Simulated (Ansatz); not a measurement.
A CCSD(T) single point on CH$_{7}$BSSi (`BC[SiH2]S`).

```yaml
crystal:
  periodic: [false, false, false]
  atoms:
    - {symbol: B, position_ang: [-1.059815, 1.541259, 0.012740]}
    - {symbol: C, position_ang: [-0.724353, 0.110857, -0.433055]}
    - {symbol: Si, position_ang: [0.963949, -0.341980, 0.283360]}
    - {symbol: S, position_ang: [1.648821, -2.232281, -0.446301]}
    - {symbol: H, position_ang: [-0.737073, 2.479746, -0.657545]}
    - {symbol: H, position_ang: [-1.589114, 1.745378, 1.067843]}
    - {symbol: H, position_ang: [-0.604539, -0.019094, -1.512322]}
    - {symbol: H, position_ang: [-1.394911, -0.654678, -0.028367]}
    - {symbol: H, position_ang: [0.890310, -0.356714, 1.765979]}
    - {symbol: H, position_ang: [2.013476, 0.609296, -0.156735]}
    - {symbol: H, position_ang: [0.658649, -2.938889, 0.125102]}
basis:
  gaussian: {orbitals: def2-SVP}
correlation: {method: ccsd_t}
```

```sh
$ ansatz run in.yaml --threads 2 --pin off --events-out ev --progress --plain --max-ram 4352MiB
```

The program prints (abridged):

```
Functional definition: HF
980 factors; integrals over basis functions are off by at most 1.3e-3 eV
mean field evaluation 1: about -20483.7311 eV, gradient 2.5e1 eV
mean field evaluation 2: about -20483.7652 eV, gradient 2.5e1 eV
mean field evaluation 4: about -20485.9433 eV, gradient 2.7e0 eV
mean field evaluation 8: about -20485.9765 eV, gradient 1.7e-1 eV
mean field evaluation 16: about -20485.9360 eV, gradient 4.4e-1 eV
mean field -20485.97672377 eV, -752.8457587046 hartree, gradient 7.5e-6 eV, S^2 0.000000; 0 other end points of the search recorded, 0 dependent functions left out
12 core orbitals not correlated: weight in the atoms' cores, before any rotation towards them, 1.000 or more for the frozen orbitals, at most 0.000 for the correlated occupied ones
reference -20485.97672377 eV, -752.8457587046 hartree; 12, 12 occupied and 75, 75 virtual orbitals, 980 factors
second order -12.49146634 eV of doubles, -0.00000000 eV of singles
cycle   1  -13.72639200 eV  change    -1.2e0 eV  update   8.3e-2
cycle   2  -14.16698828 eV  change   -4.4e-1 eV  update   2.5e-2
cycle   3  -14.21095377 eV  change   -4.4e-2 eV  update   8.9e-3
cycle   4  -14.20867851 eV  change    2.3e-3 eV  update   2.9e-3
cycle   5  -14.20769595 eV  change    9.8e-4 eV  update   1.3e-3
cycle   6  -14.20746911 eV  change    2.3e-4 eV  update   5.2e-4
cycle   7  -14.20744160 eV  change    2.8e-5 eV  update   2.0e-4
cycle   8  -14.20747179 eV  change   -3.0e-5 eV  update   7.7e-5
cycle   9  -14.20747730 eV  change   -5.5e-6 eV  update   2.8e-5
perturbative correction -0.40011040 eV, -0.0147037859 hartree
Total energy: -20500.58431147 eV, -753.3825776513 hartree
```

Hardware: 2 threads of an Arm Neoverse V1 on a shared host. Wall time 4.3 s, peak host memory 0.46 GiB.

MP2 recovers 85.5 % of the CCSD(T) correlation energy and the triples give 2.7 %; T1 = 0.0105.
